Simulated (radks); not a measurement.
Results of a calculation; reference values are marked as such.
Problem. The mean radii <r> (bohr) of the occupied orbitals of an atom or ion are listed with their occupations. Level of theory: scalar-relativistic Kohn-Sham, MS2 meta-GGA, spin-unpolarised, spherical densities, finite nucleus; meta-GGA in the generalised Kohn-Sham scheme; Fermi nuclear charge, rms radius of each element as measured or else 0.836 A^(1/3) + 0.57 fm (a radial shooting solver on a logarithmic mesh with Libxc functionals).

| orbital | occ. | <r> |
|---|---|---|
| 1s | 2 | 0.02190 |
| 2s | 2 | 0.09321 |
| 2p | 6 | 0.08237 |
| 3s | 2 | 0.2440 |
| 3p | 6 | 0.2428 |
| 3d | 10 | 0.2212 |
| 4s | 2 | 0.5523 |
| 4p | 6 | 0.5846 |
| 4d | 10 | 0.6357 |
| 5s | 2 | 1.335 |
| 5p | 6 | 1.559 |
| 4f | 7 | 0.8666 |
| 6s | 1 | 3.664 |
| 5d | 1 | 2.553 |

Name the element and its charge.

Solution. Z = 64, gadolinium, charge +1: Gd+ in [Xe] 4f7 5d1 6s1. The 1s radius gives Z: for a bare nucleus <r> = (2 gamma + 1)/(2Z) with gamma = sqrt(1 - (Z/c)^2), 0.02163 bohr for Z = 64, and screening makes it slightly larger (0.02190 here). The occupations add up to 63, and the charge is Z minus that.
